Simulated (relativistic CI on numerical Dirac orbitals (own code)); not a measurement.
## Calculated levels, Pd⁺

These numbers are calculated, not measured: Dirac-Coulomb-Breit CI, KLI orbitals optimised for each configuration, a model potential for QED, valence Slater integrals scaled by 0.85, P86 correlation estimate, and configurations built on the next ion tied to the tabulated ionisation energy (semi-empirical) (own radial code, finite nucleus).

Configuration list (outside the closed core [Kr]): 4d9, 4d8 5s, 4d8 5p, 4d8 5d, 4d8 6s, 4d8 4f, 4d8 5f, 4d7 5s2, 4d8 6p, 4d7 5s 5p, 4d8 6d, 4d8 5g, 4d8 6f, 4d8 6g, 4d7 5s 6s, 4d7 5p2. Levels of other configurations are missing.

| No. | Configuration | Term | J | E (eV) | % | Next component (%) | Lifetime (s) |
| --- | --- | --- | --- | --- | --- | --- | --- |
| 41 | 4d8(3P) 5p | 4P° | 5/2 | 10.0885 | 70 | 9 2D° | 2.97e-09 |
| 42 | 4d8(3P) 5p | 4P° | 3/2 | 10.1003 | 63 | 24 2D° | 2.10e-09 |
| 43 | 4d8(3P) 5p | 4P° | 1/2 | 10.1195 | 71 | 23 2P° | 3.77e-09 |
| 44 | 4d8(1D) 5p | 2F° | 5/2 | 10.3603 | 61 | 16 2D° | 2.11e-09 |
| 45 | 4d8(1D) 5p | 2P° | 1/2 | 10.4186 | 65 | 25 4P° | 3.58e-09 |
| 46 | 4d8(1D) 5p | 2F° | 7/2 | 10.4321 | 51 | 40 4D° | 2.21e-09 |
| 47 | 4d8(1D) 5p | 2P° | 3/2 | 10.6227 | 42 | 32 2D° | 1.61e-09 |
| 48 | 4d8(1D) 5p | 2D° | 3/2 | 10.6587 | 42 | 32 2P° | 2.10e-09 |
| 49 | 4d8(1D) 5p | 2D° | 5/2 | 10.7226 | 72 | 15 4P° | 1.45e-09 |
| 50 | 4d8(3P) 5p | 4D° | 1/2 | 10.7686 | 92 | 4 4d7 5s 5p 4D° | 2.79e-09 |
| 51 | 4d8(3P) 5p | 4D° | 3/2 | 10.7979 | 70 | 18 2D° | 1.71e-09 |
| 52 | 4d8(3P) 5p | 4D° | 5/2 | 10.8128 | 66 | 20 2F° | 2.07e-09 |
| 53 | 4d8(1G) 5p | 2F° | 7/2 | 10.8582 | 49 | 47 4D° | 1.46e-09 |
| 54 | 4d7 5s2‡ | 4P | 5/2 | 10.8704 | 93 | 4 4d7 5p2 4P | 8.25e-07 |
| 55 | 4d7 5s2‡ | 4P | 3/2 | 10.8709 | 74 | 20 2P |  |
| 56 | 4d7 5s2‡ | 2G | 9/2 | 10.9456 | 80 | 13 2H |  |
| 57 | 4d8(1G) 5p | 2H° | 9/2 | 10.9534 | 96 | 2 2G° | 3.58e-09 |
| 58 | 4d8(3P) 5p | 2D° | 5/2 | 11.0141 | 73 | 14 4D° | 2.20e-09 |
| 59 | 4d7 5s2‡ | 4P | 1/2 | 11.0889 | 88 | 8 2P |  |
| 60 | 4d8(1G) 5p | 2H° | 11/2 | 11.1271 | 98 | 2 4d7 5s 5p 2H° | 3.18e-09 |
| 61 | 4d8(3P) 5p | 2D° | 3/2 | 11.1292 | 92 | 3 4D° | 1.46e-09 |
| 62 | 4d8(1G) 5p | 2F° | 7/2 | 11.2056 | 86 | 9 4D° | 1.35e-09 |
| 63 | 4d8(3P) 5p | 4S° | 3/2 | 11.2086 | 56 | 31 2P° | 1.21e-09 |
| 64 | 4d8(3P) 5p | 2S° | 1/2 | 11.2298 | 87 | 8 2P° | 2.69e-09 |
| 65 | 4d7 5s2‡ | 2G | 7/2 | 11.2700 | 94 | 4 4d7 5p2 2G |  |
| 66 | 4d8(1G) 5p | 2F° | 5/2 | 11.3185 | 92 | 4 2D° | 1.01e-09 |
| 67 | 4d8(3P) 5p | 2P° | 3/2 | 11.3535 | 60 | 32 4S° | 6.74e-10 |
| 68 | 4d7 5s2‡ | 2H | 11/2 | 11.5168 | 96 | 4 4d7 5p2 2H | 6.24e-07 |
| 69 | 4d8(3P) 5p | 2P° | 1/2 | 11.5643 | 92 | 4 2S° | 5.40e-10 |
| 70 | 4d7 5s2‡ | 2P | 3/2 | 11.5856 | 43 | 31 2D |  |

Energies count from the lowest computed level; ° marks odd parity; lifetimes are radiative, by E1, M1, E2 decay to levels of this space only; some are left blank where a channel outside the calculation adds to the decay or the decay crosses a small, uncertain gap. Percentages are summed over parent terms; the parents shown are those of the largest component, closed shells are left out there. ‡ marks configurations that were not tied to measured data.

The mean weight of the leading LS term, summed over parents, in these 30 levels is 74 %, and that of the leading jj configuration (from the same eigenvectors) 52 %, so LS coupling describes them better.

Configurations that consist of the next ion and one excited electron were tied to the tabulated ionisation energy; Rydberg ones are usually within 1,000 to 3,000 cm⁻¹ and the lowest ones within about 6,000 (9,000 in d shells), while levels on excited terms of the next ion carry the error of that term, and the other configurations can be misplaced by 10,000 cm⁻¹ or more. Rates follow the energies as ν³ (E1, M1) or ν⁵ (E2), so rates, branching and lifetimes can be off by large factors. The fine structure of a lone outer electron comes out too small, for d and f at times inverted, and misplaced configurations move strength between like terms. 16 of the 36 excited levels that our extract of the measured tables holds in this range could be paired (the sources list more); they are missed by 4826 cm⁻¹ on average and 6653 at most, and levels without a partner can miss by more.

LS names give the leading component of a level, which can be under half, so a name can repeat, a term be missing and a line seem to break the LS rules.
